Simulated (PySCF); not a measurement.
# [Zr(F)4] (charge 0, multiplicity 1)

Method: TPSSh-D3(BJ)/def2-TZVP // BP86-D3(BJ)/def2-SVP in PySCF.

The HOMO is -11.06 eV and the dipole moment comes out as 0.02 D. The LUMO comes out as -1.90 eV. The HOMO–LUMO gap comes out as 9.16 eV, the charge on the central atom (Mulliken) comes out as 1.81 e and the total energy comes out as -446.9326 Ha. The cost comes out as about 90 core-seconds (a rough figure).

```xyz
5

Zr    -0.1625    -0.0674     0.0694
F     -0.8330     1.6599    -0.3902
F      1.6381     0.0997     0.6781
F     -0.2165    -1.1997    -1.4669
F     -1.2290    -0.8247     1.4601
```
Charge 0, spin multiplicity 1.
